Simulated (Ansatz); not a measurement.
Job for Ansatz (a program for electronic structure): U-CCSD(T)/def2-TZVPP on AlH3Se (SMILES [AlH2][SeH]), a point of a bond scan (R = 1.987 Å). The run froze 19 orbitals, filled d shells among them.

Ansatz 0.2 input:
```yaml
crystal:
  periodic: [false, false, false]
  atoms:
    - {symbol: Al, position_ang: [0.36409461, 0.02746235, -1.55730963]}
    - {symbol: H, position_ang: [-0.69852445, -0.56976553, -2.55206934]}
    - {symbol: H, position_ang: [1.74544102, 0.64238966, -1.99374994]}
    - {symbol: Se, position_ang: [-0.20119715, -0.03048168, 0.69657830]}
    - {symbol: H, position_ang: [1.50217047, 0.82977072, 1.25089365]}
basis:
  gaussian:
    orbitals: def2-TZVPP
correlation: {method: ccsd_t, electrons: outside_noble_gas}
scf: {omitted_lower_state_checks: [cluster_reference]}
magnetization: {spin_polarized: true, initial_magnetization: 0}
```

Output:

```
WARN ansatz: RAYON_NUM_THREADS=1 ignored (pool sized by the plan → 1); use --threads N
Functional definition: HF
these checks for a lower state are left out or cut short: cluster_reference
integrals: 0.39 GiB planned
804 factors; integrals over basis functions are off by at most 1.7e-3 eV
mean field: 0.48 GiB planned
mean field evaluation 1: about -71932.0064 eV, gradient 9.2e0 eV
mean field evaluation 2: about -71932.0081 eV, gradient 9.2e0 eV
mean field evaluation 4: about -71932.9728 eV, gradient 1.6e0 eV
mean field evaluation 8: about -71932.9973 eV, gradient 1.8e-4 eV
mean field evaluation 16: about -71933.0505 eV, gradient 1.5e-3 eV
mean field -71933.05050182 eV, -2643.4908479692 hartree, gradient 3.0e-6 eV, S^2 0.244143; 3 other end points of the search recorded, 0 dependent functions left out
19 core orbitals not correlated
reference -71933.05050182 eV, -2643.4908479692 hartree; 6, 6 occupied and 107, 107 virtual orbitals, 804 factors
second order -6.33854941 eV of doubles, -0.00000000 eV of singles
coupled cluster: 0.73 GiB planned
cycle   1  -7.04384695 eV  change   -7.1e-1 eV  update   8.9e-2
cycle   2  -7.42276048 eV  change   -3.8e-1 eV  update   5.0e-2
cycle   3  -7.54820465 eV  change   -1.3e-1 eV  update   3.5e-2
cycle   4  -7.62711006 eV  change   -7.9e-2 eV  update   2.3e-2
cycle   5  -7.63666259 eV  change   -9.6e-3 eV  update   7.6e-3
cycle   6  -7.64317526 eV  change   -6.5e-3 eV  update   2.6e-3
cycle   7  -7.64444881 eV  change   -1.3e-3 eV  update   8.6e-4
cycle   8  -7.64405059 eV  change    4.0e-4 eV  update   3.6e-4
cycle   9  -7.64405541 eV  change   -4.8e-6 eV  update   1.7e-4
cycle  10  -7.64416594 eV  change   -1.1e-4 eV  update   7.8e-5
cycle  11  -7.64417050 eV  change   -4.6e-6 eV  update   3.4e-5
cycle  12  -7.64416930 eV  change    1.2e-6 eV  update   1.7e-5
cycle  13  -7.64415879 eV  change    1.1e-5 eV  update   6.5e-6
coupled cluster: 0.74 GiB planned
perturbative correction -0.32037326 eV, -0.0117735002 hartree
Total energy: -71941.01503387 eV, -2643.7835391235 hartree
Checks for a lower state left out: cluster_reference
```

Self-consistency was reached. Its determinant has ⟨S²⟩ = 0.24, a mixture of spin states.

Cost: very roughly 17 core-seconds.
